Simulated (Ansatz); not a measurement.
`[F][SnH]([Cl])[SeH]` → Cl• + `[F][SnH][SeH]`•  (homolysis of the Cl–Sn bond)

Isolated molecules relaxed with PBE0-D4/def2-TZVP in Ansatz; ΔE leaves out vibrations. CBS: MP2 limit from def2 TZ/QZ plus the TZ coupled-cluster correction, frozen cores. This one scheme is used for every species, atoms too. Functionals use def2-TZVPP. B3LYP here is the variant with VWN-RPA as its local correlation; programs differ in this. Open shells (•) are unrestricted, without spin–orbit coupling. Spin–orbit coupling would lower the free atoms: a little for Cl. Elements past krypton have def2 core potentials. Bonds to Se, Sn are less sure, by a few kJ/mol each and by 10 to 20 or more in all where they break to atoms, as the def2 sets lack core-valence functions. Scalar relativity is left out up to krypton. Each species was taken in one conformer, which may not be the lowest.

| level | ΔE (kJ/mol) | difference from CCSD(T)/CBS |
| --- | --- | --- |
| PBE0-D4 | 371.9 | -19.3 |
| B3LYP-D4 | 353.8 | -37.4 |
| r2SCANh-D4 | 367.3 | -23.9 |
| HF/def2-SVP | 272.7 | -118.5 |
| MP2/def2-SVP | 366.1 | -25.1 |
| HF/def2-TZVPP | 278.5 | -112.7 |
| MP2/def2-TZVPP | 393.2 | 2.0 |
| HF/def2-QZVPP | 280.1 | -111.1 |
| MP2/def2-QZVPP | 405.9 | 14.7 |
| MP2/CBS(def2) | 414.4 | 23.2 |
| CCSD(T)/CBS | 391.2 | 0 |

Largest T1 diagnostic among the species: 0.016.

At CCSD(T), def2-SVP lies −42.9 kJ/mol from the extrapolated value and def2-TZVPP −21.3 kJ/mol: correlation converges slowly with the basis, and small sets miss more of it in the bonded molecule than in its fragments. Leaving LDA and LC-ωPBE aside and taking each functional with its dispersion term where it has one, the values, not all of them listed here, spread over 41.5 kJ/mol, from BLYP-D4 to B97M-V. LDA lies +57.0 kJ/mol from PBE without D4, its usual overbinding.

CCSD(T)/CBS has its own doubt, a few kJ/mol and more with outer-core shells, so smaller differences from it don't rank the levels.
